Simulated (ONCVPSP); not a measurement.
silicon, ONCV: configuration errors across variants

* Element: silicon (Si)
* Generator: ONCVPSP 4.0.1
* Type: optimised norm-conserving Vanderbilt (ONCV)
* Functional: PBE
* Relativity: scalar-relativistic
* Frozen core: [Ne]
* Valence charge: 4
* Reference configuration: 3s2 3p2
* Partial waves: 3s: rc 1.90 bohr, ncon 3, nbas 7, qcut 3.6 1/bohr, 2 projectors, debl 3.9 Ha; 3p: rc 2.05 bohr, ncon 3, nbas 7, qcut 4.5 1/bohr, 2 projectors, debl 3.8 Ha; d scattering state at 0.1 Ha: rc 1.70 bohr, ncon 5, nbas 10, qcut 5.9 1/bohr, 2 projectors, debl 3.6 Ha
* Local potential: polynomial inside 1.25 bohr (lpopt 5, dvloc0 1 Ha)
* Core correction: Teter function, fcfact 5.75, rcfact 1.4

All-electron excitation energies from the reference (eV): (1) 3s2 3p1 7.740; (2) 3s2 3p0 23.733; (3) 3s1 3p0 57.704; (4) 3s1 3p2 15.171.

1 further variants failed, have other tests or too few solved ones, and are left out.

Errors AE − PS in meV (a dash: test not solved or not reliable):

```csv
change,(1),(2),(3),(4),bound ghosts,GHOST(+) flags above zero
base,+2.7,+17,+3.0,-8.1,none,s
"core correction Teter function, fcfact 5.75, rcfact 1.62",+0.2,-23,-227,-16,none,s
p: rc 2.16,+2.7,+16,+2.0,-7.4,none,s
s: qcut 3.5,+2.8,+17,+2.0,-8.8,none,s
d: rc 1.92,+2.7,+17,+3.0,-8.1,none,s
s: qcut 4; p: qcut 5; d: qcut 6.5,+2.7,+17,+14,-5.9,none,s
```

Q: Give the same row for: s: qcut 4.2.

A: +2.6, +14, +11, -4.2; bound ghosts: none; GHOST(+) flags above zero: s.
